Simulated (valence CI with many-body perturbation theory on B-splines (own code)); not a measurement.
Results of a calculation; reference values are marked as such.
# Sensitivity of CI+MBPT for Yb⁵⁷⁺

Method: configuration interaction combined with many-body perturbation theory (CI+MBPT): three valence electrons over a frozen Dirac-Fock core [Ne], radial functions for each j: 6 s, 6 p, 5 d, 3 f, 1 g, with the one-electron correlation potential Σ1 (screened to all orders), the two-electron term Σ2, the three-electron term Σ3, Breit, model QED; selected single and double excitations, second order for the rest, scaled by the run's own slope (own B-spline code, finite nucleus).

The last digits are not significant, and no measured levels were compared; by estimate large intervals hold to a few tenths of a per cent, small ones and those within an open d or f shell to about a per cent.

The reference run has the lowest level (3s^2 3p1/2) J=1/2 and an ionisation energy of 5861.59 eV. Its largest variational space holds 2756 state functions.

Levels are named by their leading jj configuration (3d3/2^4 stands for four electrons in 3d with j = 3/2), which in mixed levels can hold well under half, so a name can repeat and another be missing. Letters in brackets count levels of one name in rising energy.

Changed runs:
A. selection threshold (hartree) 2e-08 → 2e-07
B. scale of Σ1 1 → 0
C. three-electron term on → off
D. box radius (bohr) 1.4532 → 0.58 (bad on purpose)

Excitation energies of the reference run in cm⁻¹, and shifts in cm⁻¹:

```tsv
Level	Reference	A	B	C	D
(3s 3p1/2^2) J=1/2	1234310	0	+2178	-100	-536
(3s^2 3p3/2) J=3/2	2251400	0	-1283	-6.9	+1934
(3s 3p1/2 3p3/2) J=3/2 [a]	3261660	0	+892	-245	
(3s 3p1/2 3p3/2) J=5/2	3396770	0	+861	-176	
(3s 3p1/2 3p3/2) J=3/2 [b]	3559450	0	+852	-129	
(3s 3p1/2 3p3/2) J=1/2	3634040	+0.1	+888	-13	
(3s^2 3d3/2) J=3/2	4005300	0	+713	+330	
(3s^2 3d5/2) J=5/2	4452540	0	-442	+269	
(3p1/2^2 3p3/2) J=3/2	4776650	0	+2951	-286	
(3s 3p1/2 3d3/2) J=3/2 [a]	4884700	0	+2880	-35	
(3s 3p1/2 3d3/2) J=5/2	4980670	0	+2840	-15	
(3s 3p1/2 3d3/2) J=1/2	5178400	0	+2844	+184	
Ionisation energy (eV)	5861.59	0	-1.15	+0.08	-0.35
```

A blank means that the level has no clear partner in that run.
